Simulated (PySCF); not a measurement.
**Correlation energy of Al⁺ (aluminium, charge +1)**

[Ne] 3s2, closed-shell 1S. All numbers are calculated (PySCF 2.14, no relativity, point nucleus, in pcseg-2 (5s4p2d1f, 34 functions)). Frozen: [Ne]; 2 electrons correlated.

Total MP2 correlation energy: -27.07 mhartree.

Same-spin part 0.00 and opposite-spin part -27.07 mhartree; SCS-MP2 scales them by 1/3 and 6/5 to -32.48 mhartree.

With two correlated electrons CCSD is exact within the correlated space (frozen core and kept virtual orbitals).

```
level  correlation energy (mhartree)
 CCSD                         -38.90
```

Diagnostics: T1 = 0.0084, D1 = 0.0119, largest double amplitude 0.111.

Problem. Is a single reference adequate?

Solution. Mostly. T1 lies below 0.03, but a double amplitude of this size points to a near-degeneracy that CCSD handles and MP2 describes poorly.
